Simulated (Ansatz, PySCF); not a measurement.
The pair A = N2 (SMILES N#N) (first 2 atoms), B = CH3Cl (SMILES CCl); geometry from B3LYP-D3(BJ)/def2-TZVP.
(charge 0, multiplicity 1):
```xyz
7

N      0.21846    -0.37646    -0.16396
N      1.10230     0.08336    -0.60762
C     -0.95224    -0.66402     3.07120
Cl     0.43347     0.45770     3.28008
H     -0.56514    -1.63081     2.76492
H     -1.47202    -0.74218     4.02120
H     -1.60694    -0.25868     2.30636
```

Cores are frozen in the correlated methods. CBS(a, b) extrapolates the correlation energy as X⁻³ and adds the Hartree–Fock energy of set b. MP2 and its Hartree–Fock in aug-cc-pV(T+d)Z are density fitted.

Programs: Ansatz (an electronic-structure program) with Gaussian orbitals; PySCF for the dispersion terms. Values without a source in brackets are computed.

The monomers are drawn apart, rigid, along the line of their centres of mass. Counterpoise-corrected interaction energies (kcal/mol):

| level | R = 5.050 Å | R = 6.431 Å |
|---|---|---|
| PBE/def2-TZVPPD | -0.1727 | -0.0434 |
| PBE-D3(BJ)/def2-TZVPPD | -0.3340 | -0.0819 |
| wB97M-V/def2-TZVPPD | -0.2741 | -0.0739 |
| MP2/CBS(aug-cc-pV(D+d)Z, aug-cc-pV(T+d)Z) + ΔCCSD(T)/aug-cc-pV(D+d)Z | -0.2667 | -0.0731 |

Task: R is the distance of the centres of mass. Find the local exponent m of E ∝ R⁻ᵐ between the two points.

Result: 
m = ln(E₁/E₂)/ln(R₂/R₁): PBE/def2-TZVPPD 5.7; PBE-D3(BJ)/def2-TZVPPD 5.8; wB97M-V/def2-TZVPPD 5.4; MP2/CBS(aug-cc-pV(D+d)Z, aug-cc-pV(T+d)Z) + ΔCCSD(T)/aug-cc-pV(D+d)Z 5.4. For scale, two fixed dipoles give m = 3, dipole and quadrupole 4, quadrupoles 5, and dispersion or dipole-induced dipole 6 at long range; at these distances several terms mix, and what is left of overlap and damping shifts m, so it need not match one of them.
